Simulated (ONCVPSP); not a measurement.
Cutoff test, Ga, ONCV

* Element: gallium
* Generator: ONCVPSP 4.0.1
* Type: optimised norm-conserving Vanderbilt (ONCV)
* Functional: PBE
* Relativity: scalar-relativistic
* Frozen core: [Ar]
* Valence charge: 13
* Reference configuration: 3d10 4s2 4p1
* Partial waves: 4s: rc 1.85 bohr, ncon 4, nbas 8, qcut 3.9 1/bohr, 1 projector; 4p: rc 2.85 bohr, ncon 4, nbas 7, qcut 2.8 1/bohr, 2 projectors, debl 2.2 Ha; 3d: rc 0.90 bohr, ncon 3, nbas 8, qcut 19.5 1/bohr, 2 projectors, debl 1.8 Ha
* Local potential: polynomial inside 0.80 bohr (lpopt 5, dvloc0 4 Ha)
* Core correction: Teter function, fcfact 3.5, rcfact 1.25

Question: For each optimised wave give the share of its norm inside rc, the residual kinetic energy above qcut (Ha) and the cutoffs (Ha) for errors of 10, 1, 0.1 and 0.01 mHa per electron.

Answer:

```json
{"wave": "4s", "norm inside rc": "0.329", "residual KE": "5.9e-04", "10 mHa": "4.7", "1 mHa": "7.1", "0.1 mHa": "24.4", "0.01 mHa": "48.1"}
{"wave": "4p", "norm inside rc": "0.420", "residual KE": "3.1e-05", "10 mHa": "1.3", "1 mHa": "2.1", "0.1 mHa": "2.9", "0.01 mHa": "13.1"}
{"wave": "p projector 2", "norm inside rc": "0.180", "residual KE": "6.0e-03", "10 mHa": "4.0", "1 mHa": "7.5", "0.1 mHa": "22.1", "0.01 mHa": "25.9"}
{"wave": "3d", "norm inside rc": "0.677", "residual KE": "7.9e-08", "10 mHa": "110.7", "1 mHa": "132.5", "0.1 mHa": "150.3", "0.01 mHa": "164.7"}
{"wave": "d projector 2", "norm inside rc": "0.079", "residual KE": "2.3e-08", "10 mHa": "95.5", "1 mHa": "121.3", "0.1 mHa": "142.0", "0.01 mHa": "159.1"}
```

The occupied waves need 132 Ha and 150 Ha for 1 and 0.1 mHa. Note: ghosts flagged at negative energy: s at -156.9 eV; GHOST(+) flagged for p at 77.9 eV. A true bound ghost makes a file unfit for plane-wave use. 2 of 4 tests not solved or not reliable.
